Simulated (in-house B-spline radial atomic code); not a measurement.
A calculation on neutral dysprosium: its settings, and results tabulated from the run. Level of theory: Dirac-Kohn-Sham LDA VWN5, spherical fractional occupations, Fermi nucleus of rms radius 5.2218 fm, inside a hard spherical wall at 1.82 bohr; calculated with a B-spline radial code for spherical atoms.

Command:
```bash
python run_scf.py task.json out
```
Settings (nuclear radius in fm, mass in u):
```
Z                66
configuration    [Kr] 4d10 4f10 5s2 5p5 6s2 6f1
hamiltonian      dirac
method           lda,vwn
spin_polarised   False
nucleus          fermi
rms_radius       5.2218
atomic_mass      163.92918
speed_of_light   137.035999084
wall_radius      1.82
```

Output (hartree, bohr):
```
 radial grid: 57 intervals, B-splines of order 8, outer radius 1.82 bohr

 iter        energy (Eh)    residual
    1      -12113.985526    4.04e-01
    2      -12114.551487    1.43e-01
    3      -12115.083051    4.10e-02
    4      -12115.104365    6.53e-03
    5      -12115.104489    6.69e-03
    6      -12115.105470    1.82e-03
    7      -12115.105525    4.72e-05
    8      -12115.105525    4.14e-07

 total energy                    -12115.10553
 kinetic                           13447.5557
 electron-nucleus                 -30267.4146
 Hartree                            4967.2152
 exchange-correlation               -262.4619

 first-order corrections (not in the total)
   Gaunt                            12.9407
   retardation                      -1.3672
   frequency dependence             -0.1821
   self-energy                       9.1118
   Uehling                          -1.5149
   Wichmann-Kroll                    0.0503

 orbital      occ     eigenvalue          <r>       <r^2>       <1/r>     <1/r^3>       r_max    small
 1s1/2      2.000     -1963.5317    0.0211347 0.000610374     74.4891           -     0.01339  6.06e-02
 2s1/2      2.000      -323.6303    0.0892945  0.00947576     17.8429           -     0.07628  1.35e-02
 2p1/2      2.000      -307.7326    0.0744127  0.00685305     17.8287           -     0.05742  1.35e-02
 2p3/2      4.000      -278.3723    0.0814687  0.00807961     15.6119     10991.3     0.06345  1.25e-02
 3s1/2      2.000       -69.1186     0.234597   0.0630334     6.50927           -       0.216  4.29e-03
 3p1/2      2.000       -62.1574     0.224192   0.0584935      6.4296           -      0.2033  4.24e-03
 3p3/2      4.000       -56.0759     0.237641   0.0655013     5.86417     2361.52       0.216  3.94e-03
 3d3/2      4.000       -44.0489      0.21004   0.0519345     5.74931     399.035      0.1709  3.83e-03
 3d5/2      6.000       -42.7203      0.21422   0.0538861     5.60995     351.789      0.1744  3.74e-03
 4s1/2      2.000       -11.0358     0.536403    0.325694     2.69382           -      0.4971  1.34e-03
 4p1/2      2.000        -8.3133     0.548858    0.343988     2.58017           -      0.5008  1.26e-03
 4p3/2      4.000        -6.9934     0.582102     0.38665     2.37971     510.539       0.529  1.14e-03
 4d3/2      4.000        -2.5282     0.623288    0.451816     2.13693     71.4177      0.5375  9.56e-04
 4d5/2      6.000        -2.2976     0.635186    0.468743     2.08738     61.7378       0.547  9.25e-04
 4f5/2      4.286         3.0043     0.769229    0.696872      1.6018     8.98429      0.5696  5.78e-04
 4f7/2      5.714         3.0353     0.774592    0.705408     1.58772      8.6857      0.5761  5.70e-04
 5s1/2      2.000         1.2192      1.08523     1.28014     1.22918           -       1.124  4.36e-04
 5p1/2      1.667         2.2182      1.10381     1.32685     1.20925           -       1.165  4.43e-04
 5p3/2      3.333         2.5882      1.11695     1.36194     1.19611     154.045       1.198  4.60e-04
 6s1/2      2.000         9.5301       1.0968     1.39169      1.4309           -       1.473  8.82e-04
 6f5/2      0.429        15.4596     0.993542     1.20533     1.45392     11.9574      0.9078  9.16e-04
 6f7/2      0.571        15.5065     0.993628     1.20539     1.45114     11.7129      0.9095  9.16e-04
```

Cost of the run: 0.7 s on 1 thread of Arm Neoverse V1 (shared host).

For the Dirac Hamiltonian the kinetic term is c α·p + (β - 1)c².
